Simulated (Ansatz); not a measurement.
Mulliken charges of CCl3NOSn (`O=C=[N][Sn]([Cl])([Cl])[Cl]`) from PBE/def2-TZVPP in Ansatz (PBE0-D4/def2-TZVP geometry).

```
atom   x (Å)   y (Å)   z (Å)  charge (e)
  O1   1.041  -2.370   1.671      -0.142
  C2   0.986  -1.453   0.962       0.166
  N3   1.017  -0.504   0.215      -0.308
 Sn4  -0.367   0.717  -0.514       1.096
 Cl5   0.709   2.250  -1.814      -0.270
 Cl6  -1.459   1.764   1.204      -0.271
 Cl7  -1.865  -0.472  -1.770      -0.271
```

By hand: the dipole of these point charges (1 e Å = 4.8032 D).

Σ q r = (0.010, 0.079, -0.064) e Å, of length 0.102 e Å = 0.49 D.

How does the dipole of the full density compare? (An estimate is asked.)

Ansatz gave: (-0.051, 0.125, -0.090) e Å, 0.78 D; the point charges give 0.63 times that, at 24° from its direction.

Point charges leave out the atoms' own dipoles, such as those of lone pairs, and Mulliken's split depends on the basis, so the two needn't agree.
